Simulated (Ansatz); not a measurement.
Cost and result for the atomization energy of `[OH][InH][CH2][SiH3]` (11 atoms, 10 bonds).

Z-matrix (Å, degrees):
```
C
In 1 2.154
Si 1 1.861 2 112.6
H 1 1.095 2 106.6 3 -120.1
H 1 1.092 2 108.9 3 123.9
O 2 1.994 1 113.4 3 47.2
H 2 1.706 1 133.8 3 -133.0
H 3 1.490 1 109.9 2 -59.7
H 3 1.490 1 112.9 2 179.8
H 3 1.490 1 110.4 2 58.9
H 6 0.960 2 113.3 1 -2.4
```

The species carries charge 0 and has multiplicity 1. Correlated methods include outer-core shells of In, which these sets cover unevenly. In: def2 effective core potential. All single points use the PBE0-D4/def2-TZVP geometry. It is one conformer, not always the lowest. Program: Ansatz. All runs use 4 threads of a server CPU on a shared host. Times are those of one run each, without the atoms' runs, and a repeat can differ threefold. Electronic energies, without spin–orbit coupling; frozen cores. CCSD(T)/CBS adds CCSD(T) − MP2 in def2-TZVPP to the MP2 limit, and its time is that of the two runs behind it. T1 = 0.015. With those shells the extrapolation isn't a true limit. B3LYP takes the VWN-RPA correlation (the form of Gaussian; ORCA's B3LYP/G).

CCSD(T)/CBS is a level of theory with its own doubt, some kJ/mol a heavy atom from the limit and from the frozen cores, so smaller differences don't rank the functionals.

```csv
level,functions,wall time,atomization (kcal/mol),difference from CCSD(T)/CBS,per bond
LDA (SPW92)/def2-TZVPP,252,1.4 s,919.6,98.4,9.8
revPBE-D4/def2-TZVPP,252,2.2 s,797.5,-23.7,-2.4
PBE-D4/def2-TZVPP (with forces),252,2.7 s,815.4,-5.8,-0.6
r2SCAN-D4/def2-TZVPP (with forces),252,4.6 s,815.1,-6.1,-0.6
B3LYP-D4/def2-TZVPP (with forces),252,5.5 s,809.7,-11.5,-1.2
r2SCANh-D4/def2-TZVPP,252,5.5 s,810.5,-10.7,-1.1
PBE-QIDH/def2-TZVPP,252,6.5 s,805.3,-15.9,-1.6
CCSD(T)/def2-SVP,107,6.5 s,762.4,-58.8,-5.9
ωB97X-V/def2-TZVPP,252,9 s,820.2,-1.0,-0.1
B97M-V/def2-TZVPP,252,9.5 s,817.1,-4.1,-0.4
MP2/def2-QZVPP,476,21 s,815.0,-6.2,-0.6
CCSD(T)/def2-TZVPP,252,3.1 min,799.0,-22.2,-2.2
CCSD(T)/CBS(def2),–,3.5 min,821.2,0.0,0.0
```

At CCSD(T), def2-SVP lies −58.8 kcal/mol from the extrapolated value and def2-TZVPP −22.2 kcal/mol: correlation converges slowly with the basis, and small sets miss more of it in the bonded molecule than in its fragments. From PBE to PBE0 (25 % exact exchange), in def2-TZVPP and without D4, the atomization energy moves by −8.9 kcal/mol: exact exchange takes away binding that semilocal exchange gives to molecules. In def2-TZVPP, CCSD(T) changes the Hartree–Fock value by +208.1 kcal/mol (the triples alone add +10.9 kcal/mol) and MP2 by +210.8 kcal/mol; breaking electron pairs costs correlation energy, which Hartree–Fock lacks.

Spin–orbit coupling would lower the free In atoms strongly, and the atomization energy with them, by more than many differences here.
